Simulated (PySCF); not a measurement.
Radial density of Cu²⁺ (copper, charge +2)

UHF, [Ar] 3d8 4s1, high-spin 4F determinant (an excited configuration). Calculation: PySCF 2.14, in x2c-TZVPPall (6s5p4d2f1g, 64 functions); the spin-free X2C one-electron Hamiltonian (Gaussian nucleus).

| r (bohr) | 4πr²ρ (e/bohr) | 4πr²(ρα − ρβ) |
| --- | --- | --- |
| 0.000855 | 0.2264 | 0.0001 |
| 0.00144 | 0.5680 | 0.0003 |
| 0.00242 | 1.414 | 0.0008 |
| 0.00407 | 3.406 | 0.0019 |
| 0.00685 | 7.713 | 0.0041 |
| 0.0115 | 15.76 | 0.0081 |
| 0.0194 | 27.15 | 0.0126 |
| 0.0326 | 35.18 | 0.0124 |
| 0.0548 | 31.42 | 0.0054 |
| 0.0922 | 29.04 | 0.0311 |
| 0.155 | 40.05 | 0.1939 |
| 0.261 | 26.82 | 0.7838 |
| 0.439 | 18.74 | 2.1080 |
| 0.738 | 19.87 | 2.1454 |
| 1.24 | 5.504 | 0.9328 |
| 2.09 | 0.8884 | 0.5614 |
| 3.51 | 0.1991 | 0.1911 |
| 5.91 | 9.092e-05 | 0.0000 |
| 9.93 | 5.082e-05 | 0.0001 |

Densities and radii are taken from the X2C orbitals without a picture-change correction, which distorts them close to the nucleus.
